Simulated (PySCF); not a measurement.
**PySCF run on AlI**

File input.py (PySCF 2.14):

```python
from pyscf import gto, scf, mp

mol = gto.M(
    atom='Al 0 0 0; I 0 0 2.63',
    basis='def2-svp',
    ecp={'I': 'def2-svp'},
    charge=0,
    spin=0,
    verbose=3,
)
mf = scf.RHF(mol)
mf.kernel()
mp.MP2(mf, frozen=9).kernel()
mf.dip_moment()
print('orbital energies (hartree):', mf.mo_energy[..., max(0, mol.nelec[1]-3):mol.nelec[0]+3].round(4))
```

```bash
$ OMP_NUM_THREADS=1 python input.py
```

Output:

```
converged SCF energy = -538.54417852987
E(RMP2) = -538.703347731676  E_corr = -0.15916920180588
E(SCS-RMP2) = -538.697780932659  E_corr = -0.153602402788609
Dipole moment(X, Y, Z, Debye):  0.00000, -0.00000, -2.70691
orbital energies (hartree): [-0.3626 -0.3626 -0.3214  0.0221  0.0221  0.105 ]
```

In short: E(SCF) = -538.544179 Eh, E(MP2) − E(SCF) = -0.15917 Eh, μz(SCF) = -2.71 D.

It ran on Arm Neoverse N1 (1 thread, shared host) in 1.6 s, peak memory 0.12 GiB.

Stability towards an unrestricted solution was not tested. The bond length is a typed value, not an optimised one.
